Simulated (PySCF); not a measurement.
# Substituent effects on chemical shifts

Parent skeleton `[CH2:1]=[C:2]([CH3:3])[SiH2:4][CH2:5][F:6]`; one hydrogen on atom 5 is replaced by X. Hydrogens on one atom are averaged.

Level of theory: NMR shieldings at PBE0/pcSseg-1/GIAO, GFN2-xTB geometry, in PySCF 2.14 (rapidly exchanging positions averaged, relativity neglected, gas phase, one computed conformer).

δ = σ(ref) − σ, references computed at the same level: ¹³C and ²⁹Si and ¹H vs TMS; CFCl3 for ¹⁹F.

Parent (X = H): C1 136.0, C2 151.7, C3 28.1, Si4 -44.3, C5 81.1, F6 -299.9, H(C1) 5.91, H(C3) 2.17, H(Si4) 4.35 ppm. Effects are Δδ = δ(X) − δ(H), positive for deshielding.

Known members:
```
    X    C1    C2    C3   Si4     C5      F6  H(C1)  H(C3)  H(Si4)
  CH3  -1.6  -1.1  +0.4  +0.3   +4.9   +50.7  -0.20  -0.15   +0.00
 SCH3  +1.2  -5.2  -0.5  -3.4  +17.3   +70.3  +0.17  -0.15   +0.03
OC2H5  +1.0  -1.6  -0.4  +1.9  +37.6  +127.3  +0.01  -0.05   -0.03
OCHF2  +3.2  -3.4  +0.2  +3.7  +31.7  +114.3  +0.11  +0.03   +0.10
  CF3  +2.3  -2.3  +0.1  +2.3   +9.9   +31.4  +0.12  +0.03   +0.21
```

Four more derivatives gave (Δδ, ppm):
| compound | C1 | C2 | C3 | Si4 | C5 | F6 | H(C1) | H(C3) | H(Si4) |
| --- | --- | --- | --- | --- | --- | --- | --- | --- | --- |
| 1 | +1.6 | -4.5 | -0.9 | +2.4 | +24.7 | +110.4 | +0.12 | -0.17 | +0.03 |
| 2 | +1.7 | -2.6 | +0.4 | +7.8 | -1.5 | +50.7 | +0.06 | +0.07 | +0.16 |
| 3 | +5.9 | -8.4 | -0.1 | +2.7 | +5.8 | +45.4 | +0.50 | -0.16 | +0.20 |
| 4 | +3.0 | -4.9 | +1.5 | -7.6 | +8.8 | +34.9 | +0.03 | +0.01 | +0.03 |

Q: Their substituents are CH=NMe, COOH, Cl, ethynyl. Which is which?

A: 1: X = Cl (C=C(C)[SiH2][C@H](F)Cl); 2: X = ethynyl (C#C[C@H](F)[SiH2]C(=C)C); 3: X = COOH (C=C(C)[SiH2][C@H](F)C(=O)O); 4: X = CH=NMe (C=C(C)[SiH2][C@@H](F)/C=N\C).

Unscaled 19F shifts against computed CFCl3 carry errors that often reach 10 to 50 ppm.
